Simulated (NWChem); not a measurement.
System: CH2NS, doublet; SMILES N[C]=S

The following NWChem deck was run.

```
start job
memory heap 200 mb stack 900 mb global 1100 mb
geometry units angstroms noautosym nocenter noautoz
  N      0.147998     1.585452     0.000000
  C     -0.426398     0.405154     0.000000
  S      0.039413    -1.121665     0.000000
  H      1.162338     1.702191     0.000000
  H     -0.410875     2.431046     0.000000
end
basis spherical
  * library pcj-1
end
dft
  odft
  mult 2
  xc xpbe96 cpbe96
  iterations 150
end
property
  hyperfine
end
task dft property
```

Output (shortened):

```
             Northwest Computational Chemistry Package (NWChem) 7.3.0
             --------------------------------------------------------

                             Geometry "geometry" -> ""
                             -------------------------

 Output coordinates in angstroms (scale by  1.889725989 to convert to a.u.)

  No.       Tag          Charge          X              Y              Z
 ---- ---------------- ---------- -------------- -------------- --------------
    1 N                    7.0000     0.14799800     1.58545200     0.00000000
    2 C                    6.0000    -0.42639800     0.40515400     0.00000000
    3 S                   16.0000     0.03941300    -1.12166500     0.00000000
    4 H                    1.0000     1.16233800     1.70219100     0.00000000
    5 H                    1.0000    -0.41087500     2.43104600     0.00000000

 Effective nuclear repulsion energy (a.u.)      86.4853086506

  pbe96 is a nonlocal functional; adding pw91lda local functional.
                              NWChem Property Module
                              ----------------------

  itol2e modified to match energy
  convergence criterion.

                                 NWChem DFT Module
                                 -----------------

 Summary of "ao basis" -> "ao basis" (spherical)
 ------------------------------------------------------------------------------
       Tag                 Description            Shells   Functions and Types
 ---------------- ------------------------------  ------  ---------------------
 N                           pcj-1                  11       27   5s4p2d
 C                           pcj-1                  11       27   5s4p2d
 S                           pcj-1                  13       31   6s5p2d
 H                           pcj-1                   6       10   4s2p

  itol2e modified to match energy
  convergence criterion.

[...]

          ----------------------
          Hyperfine Interactions
          ----------------------

 Total Spin Density (Fermi Contact Term)
 ------------------ --------------------
     Atom            x         y         z       Density (a.u.)      Aiso(MHz)     Aiso(Gauss)
     1  14-N      0.27968   2.99607   0.00000       0.121244         39.174418      13.978383
     2  13-C     -0.80578   0.76563   0.00000       0.262127        294.681169     105.149391
     3  33-S      0.07448  -2.11964   0.00000       0.019372          6.653853       2.374256
     4   1-H      2.19650   3.21667   0.00000       0.023519        105.127462      37.512029
     5   1-H     -0.77644   4.59401   0.00000       0.005322         23.787457       8.487942

           -------------------------------------------
           Anisotropic Interaction (Spin-Dipolar Term)
           -------------------------------------------

 ------------------------------------------------------------
     Atom            x         y         z
 ------------------------------------------------------------
     1  14-N      0.27968   2.99607   0.00000

   Spin-Dipolar term (a.u.)
        xx             yy             zz             xy             xz             yz
 ------------------------------------------------------------------------------------------
      -0.001689       0.076234      -0.074546       0.041390       0.000000       0.000000

   Principal Comp. of -hf- tensor (au)            Anisotropic -hfcc- (MHz)               Anisotropic -hfcc- (Gauss)
 --------------------------------------------------------------------------------------------------------------------------
     -0.019570     0.094116    -0.074546      -0.754774     3.629828    -2.875053      -0.269322     1.295211    -1.025889

   Orientation of the principal axis of Hyperfine Tensor w.r.t absolute (molecular) frame
 --------------------------------------------------------------------------------------------------------------------------
      0.917995     0.396592    -0.000000
     -0.396592     0.917995    -0.000000
      0.000000     0.000000     1.000000

 ------------------------------------------------------------
     Atom            x         y         z
 ------------------------------------------------------------
     2  13-C     -0.80578   0.76563   0.00000

   Spin-Dipolar term (a.u.)
        xx             yy             zz             xy             xz             yz
 ------------------------------------------------------------------------------------------
       0.681101      -0.344898      -0.336203      -0.184571       0.000000      -0.000000

   Principal Comp. of -hf- tensor (au)            Anisotropic -hfcc- (MHz)               Anisotropic -hfcc- (Gauss)
 --------------------------------------------------------------------------------------------------------------------------
      0.713294    -0.377092    -0.336203      95.717268   -50.602087   -45.115180      34.154244   -18.056052   -16.098191

   Orientation of the principal axis of Hyperfine Tensor w.r.t absolute (molecular) frame
 --------------------------------------------------------------------------------------------------------------------------
      0.985127     0.171827    -0.000000
     -0.171827     0.985127    -0.000000
      0.000000     0.000000     1.000000

 ------------------------------------------------------------
     Atom            x         y         z
 ------------------------------------------------------------
     3  33-S      0.07448  -2.11964   0.00000

[...]
```

Level: PBE/pcJ-1, spin-unrestricted, contact and dipolar terms. In the optimisation the excess spin sits in a' (Cs, its own frame). Geometry: optimised at PBE0/def2-SVP, spin-unrestricted. No stability test was run on the SCF state.
